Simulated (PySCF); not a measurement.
C₂H₁₀O₂Si₂, SMILES O[SiH2]CC[SiH2]O.

The structure is a stationary point at PBE0-D3(BJ)/def2-SVP. This is a generated structure with no PubChem entry under its InChIKey; it may be hypothetical. The values are those of a single conformer.

All values below come from PySCF 2.14.0 with TDA-PBE/def2-SVPD.

Vertical excitations. 

Question: List the lowest excited states. (The exact figures need the calculation; the answer reports its results.)

Answer: 
| state | energy (eV) | λ (nm) | f | main pairs |
|---|---|---|---|---|
| S1 | 5.90 | 210 | 0.006 | HOMO→LUMO 99 % |
| S2 | 5.96 | 208 | 0.011 | HOMO→LUMO+1 98 % |
| S3 | 6.22 | 199 | 0.003 | HOMO−1→LUMO 97 % |
| S4 | 6.28 | 198 | 0.006 | HOMO−1→LUMO+1 97 % |
| S5 | 6.49 | 191 | 0.004 | HOMO→LUMO+2 96 % |
| S6 | 6.77 | 183 | 0.008 | HOMO−2→LUMO 91 % |
| T1 | 5.75 | 216 | 0 | HOMO→LUMO 91 % |
| T2 | 5.80 | 214 | 0 | HOMO→LUMO+1 91 % |
Triplets are in the Tamm–Dancoff approximation.
